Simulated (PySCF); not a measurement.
# C7H11O: g tensor and hyperfine couplings

Species: C₇H₁₁O (doublet state).
Geometry (GFN2-xTB, Å), atoms numbered from 1 in this order:
```
atom  x, y, z in Å
C1     2.5138    1.2134    0.5107
O2     1.3262    0.6041    0.5841
C3     0.7443   -0.0461   -0.4464
C4     1.2593   -0.2129   -1.6712
C5    -0.6150   -0.5901   -0.0505
C6    -0.4650   -1.6105    1.0826
C7    -1.4930    0.5511    0.3784
C8    -2.5459    0.9722   -0.2952
H9     2.8095    1.7121    1.4102
H10    3.0568    1.3167   -0.4063
H11    0.7084   -0.7459   -2.4212
H12    2.2239    0.1603   -1.9611
H13   -1.0536   -1.0775   -0.9247
H14    0.1320   -2.4568    0.7501
H15    0.0260   -1.1522    1.9374
H16   -1.4426   -1.9720    1.3925
H17   -1.1949    1.0373    1.2974
H18   -3.1444    1.8018    0.0414
H19   -2.8556    0.5044   -1.2157
```

The hyperfine couplings belong to this conformer and change with its torsions.

The species is `[CH2]OC(=C)[C@@H](C)C=C` [radical].

Method: PySCF 2.14.0, UKS B3LYP, pcH-1 on C H O, non-relativistic, mean-field spin-orbit, GIAO. Isolated species at its GFN2-xTB geometry (one conformer only). Couplings are sensitive to structure, and on GFN2-xTB geometries they can be far from those on DFT ones. The SCF solution wasn't tested for stability.

```json
{
 "g1, g2, g3": "2.00213, 2.00292, 2.00387",
 "g_iso": "2.00297",
 "Form of g": "rhombic: the two nearest values differ by 45 % of g3 − g1",
 "⟨S²⟩": "0.7549 (exact 0.7500)",
 "α and β electrons": "31, 30"
}
```

Isotropic coupling and dipolar principal values T1 to T3, in 10⁻⁴ cm⁻¹; ρ(0) is the spin density at the nucleus (1 × 10⁻⁴ cm⁻¹ = 2.998 MHz):

```csv
atom,isotope,a_iso,T1,T2,T3,Mulliken spin population,ρ(0) (bohr⁻³)
C1,13C,29.2,-25.7,-24.9,50.7,0.94,0.0779
O2,17O,-4.9,-16.5,7.8,8.7,0.07,0.0243
C3,13C,-2.2,-1.8,0.3,1.4,-0.04,-0.0058
C4,13C,2.5,-2.9,-2.2,5.1,0.12,0.0066
C5,13C,-0.1,-0.1,-0.1,0.2,0.00,-0.0004
C6,13C,-0.1,-0.2,-0.1,0.3,0.00,-0.0002
C7,13C,0.1,-0.2,-0.1,0.2,0.00,0.0001
C8,13C,0.2,-0.1,0.0,0.1,0.00,0.0005
H9,1H,-20.4,-12.2,-0.1,12.2,-0.04,-0.0137
H10,1H,-20.5,-12.1,0.2,11.9,-0.04,-0.0138
H11,1H,-2.3,-1.7,-0.2,1.9,0.00,-0.0016
H12,1H,-2.4,-0.7,0.1,0.6,-0.01,-0.0016
H13,1H,-0.2,-0.3,-0.3,0.6,0.00,-0.0002
H14,1H,0.0,-0.4,-0.3,0.7,0.00,0.0000
H15,1H,0.2,-0.6,-0.5,1.1,0.00,0.0002
H16,1H,0.3,-0.2,-0.2,0.4,0.00,0.0002
H17,1H,0.1,-0.6,-0.5,1.0,0.00,0.0001
H18,1H,0.0,-0.2,-0.1,0.3,0.00,0.0000
H19,1H,-0.1,-0.2,-0.1,0.3,0.00,0.0000
```

The Mulliken spin populations are largest on C1 (+0.94), C4 (+0.12) and O2 (+0.07). No atom but C1 exceeds +0.15. The angles at C1 add up to 359.4°, so it is planar; its axial dipolar tensor and the negative couplings of its protons fit spin in a p orbital normal to that plane.

Axes: g2 points within 13° of the C4–H12 bond and g3 points within 3° of the C1–H9 bond.

Under fast tumbling the dipolar parts average out, and these isotropic splittings remain: 1 × 1H (H10, I = 1/2, 2 lines) with 2.19 mT, 1 × 1H (H9, I = 1/2, 2 lines) with 2.18 mT, 1 × 1H (H12, I = 1/2, 2 lines) with 0.25 mT and 1 × 1H (H11, I = 1/2, 2 lines) with 0.25 mT.

H9 and H10 aren't averaged: C1 is flat or nearly so (angle sum 359°), and its turn about the short C1–O2 bond (1.34 Å) is taken as slow.

The 13C coupling of C1 (87.6 MHz) shows only in satellite lines or after enrichment, since that isotope makes up about 1.07 % of natural carbon.

The 17O coupling of O2 (-14.7 MHz) shows only in satellite lines or after enrichment, since that isotope makes up about 0.038 % of natural oxygen.

Examples of negative spin density at the nucleus (bohr⁻³): H10 (-0.0138), H9 (-0.0137) and C3 (-0.0058).
